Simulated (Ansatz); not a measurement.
`CC(=S)[O][GeH3]` + H₂ → GeH₄ + `CC(O)=S` at 500 K and 1 bar (hydrogenolysis of a Ge–O bond).

Isolated molecules relaxed with PBE0-D4/def2-TZVP in Ansatz; ΔE leaves out vibrations. CCSD(T)/CBS is the MP2 limit (def2-TZVPP, def2-QZVPP) plus CCSD(T) − MP2 in def2-TZVPP, frozen cores. This one scheme is used for every species. For Ge outer-core shells are correlated without core-valence functions, which leaves a few kJ/mol of doubt a bond. Scalar relativity is left out up to krypton. One conformer a species, not always the lowest.

| species | CCSD(T)/CBS energy (Eh) | H − E (kJ/mol) | S (J/(mol·K)) |
| --- | --- | --- | --- |
| `CC(=S)[O][GeH3]` | -2628.76657 | 239.0 | 432.1 |
| H₂ | -1.17544 | 41.0 | 145.5 |
| GeH₄ | -2078.49493 | 99.4 | 244.6 |
| `CC(O)=S` | -551.45551 | 189.3 | 339.6 |

H − E and S are ideal-gas, rigid-rotor, harmonic terms from PBE0-D4/def2-TZVP, for one conformer and one mirror image of each species. For small species the MP2-based limit differs from directly extrapolated CCSD(T) by up to some mEh (0.8 for H₂); such offsets cancel only in part. 1 Eh = 2625.50 kJ/mol, R = 8.31446 J/(mol·K).

Problem. By hand: ΔE, ΔH, ΔS and ΔG.

Solution. ΔE = (-2078.49493) + (-551.45551) − (-2628.76657) − (-1.17544) = -0.00843 Eh = -22.1 kJ/mol. Δ(H − E) = 99.4 + 189.3 − 239.0 − 41.0 = 8.7, so ΔH = -13.4 kJ/mol. ΔS = 244.6 + 339.6 − 432.1 − 145.5 = 6.6 J/(mol·K). ΔG = -13.4 − 500 × (6.6)/1000 = -16.7 kJ/mol.

Problem. By hand: the equilibrium constant, and the temperature at which ΔG would vanish if ΔH and ΔS stayed fixed.

Solution. log₁₀ K = −ΔG/(RT ln 10) = 1.7. ΔH and −TΔS have one sign here, so there is no such temperature.

The number of gas molecules stays the same, so ΔS is small and ΔH decides. A doubt of 5 kJ/mol in ΔE shifts log₁₀ K by 0.5 here. Other conformers and mirror images would add mixing entropy, several J/(mol·K) or more a flexible species. Modes under 60 cm⁻¹, often nearly free rotors, make the harmonic entropy too high. These are equilibria of isolated gas molecules and say nothing of rates. Largest T1 diagnostic: 0.017 (customary marks: 0.02 for closed shells, 0.045 for open ones).

ΔS is within the doubt of such terms, so its sign, and with it that verdict, could turn.
